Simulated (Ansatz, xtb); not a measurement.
## Relative energy of two isomers of BCl2FH2Si

Structure a is `FB[SiH](Cl)Cl`, a singlet and structure b is `F[SiH2]B(Cl)Cl`, a singlet. Both are isolated molecules in the gas phase, relaxed with B3LYP-D3(BJ)/def2-SVP; the shapes shown needn't be the lowest conformers.

a (Å):

```xyz
7

B     0.6392    0.6364    2.1318
Cl   -2.0688    0.2193    0.3779
Cl    0.6163    1.7179   -1.0843
F     1.8306    0.1423    1.8619
Si   -0.4670    1.5207    0.6739
H     0.2177    0.5061    3.2588
H    -1.0281    2.8521    1.0184
```

b (Å):

```xyz
7

B    -0.4242    0.4908    0.3630
Cl   -1.9453    0.2346    1.1868
Cl   -0.4182    1.2267   -1.2348
F     1.1455   -0.6837    2.6400
Si    1.3551   -0.0219    1.1617
H     2.2201    1.1828    1.3083
H     2.0388   -1.0234    0.2952
```

Quicker runs give these differences E(b) − E(a): GFN2-xTB +0.144 eV; HF/STO-3G +1.839 eV (at GFN2-xTB geometries); r2SCAN-D4/def2-SVP +0.119 eV (at GFN2-xTB geometries).

Estimate E(b) − E(a) at the level CCSD(T)/def2-SVP + ΔMP2/def2-TZVPP.

Not settled: CCSD(T)/def2-SVP + ΔMP2/def2-TZVPP gives E(b) − E(a) = +0.079 eV, but this leans on the basis-set step: CCSD(T) alone gives −0.016 eV.

Level by level:

| level | geometry | E(b) − E(a) (eV) | departure from the last row (eV) | job, with rough time for the two |
| --- | --- | --- | --- | --- |
| GFN2-xTB | GFN2-xTB | +0.144 | +0.065 | optimisation, 0.77 s |
| HF/STO-3G | GFN2-xTB | +1.839 | +1.760 | single point, 0.8 s |
| r2SCAN-D4/def2-SVP | GFN2-xTB | +0.119 | +0.040 | single point, 4.7 s |
| B3LYP-D3(BJ)/def2-SVP | B3LYP-D3(BJ)/def2-SVP | +0.136 | +0.057 | optimisation, 85 s |
| HF/def2-SVP | B3LYP-D3(BJ)/def2-SVP | +0.244 | +0.165 | part of the CCSD(T) run |
| MP2/def2-SVP | B3LYP-D3(BJ)/def2-SVP | −0.024 | −0.103 | part of the CCSD(T) run |
| CCSD(T)/def2-SVP | B3LYP-D3(BJ)/def2-SVP | −0.016 | −0.095 | single point |
| CCSD(T)/def2-SVP + ΔMP2/def2-TZVPP | B3LYP-D3(BJ)/def2-SVP | +0.079 |  | single point, 33 s |

As drawn, b has 1 F–Si, 2 B–Cl, 1 Si–H in place of 1 B–F, 2 Cl–Si, 1 B–H.

MP2/def2-SVP puts the two in the other order. CCSD(T)/def2-SVP finds them nearly level. The largest departure from CCSD(T)/def2-SVP + ΔMP2/def2-TZVPP is that of HF/STO-3G, 1.760 eV. The last row adds to CCSD(T) the change of the MP2 difference between the two basis sets, here +0.095 eV.

With harmonic frequencies from B3LYP-D3(BJ)/def2-SVP (ideal gas, rigid rotor, one conformer each, 298.15 K, 1 atm): on the last row, ΔE + ΔZPE = +0.048 eV. A mode under 50 cm⁻¹ makes harmonic enthalpies and free energies unreliable, so none is given.

The correlated steps freeze 17 core orbitals. Codes used: Ansatz 0.2.0, xtb 6.7.1; the last row on 1 thread of Intel(R) Xeon(R) Platinum 8259CL CPU @ 2.50GHz (Skylake/Cascade Lake) on a shared host.
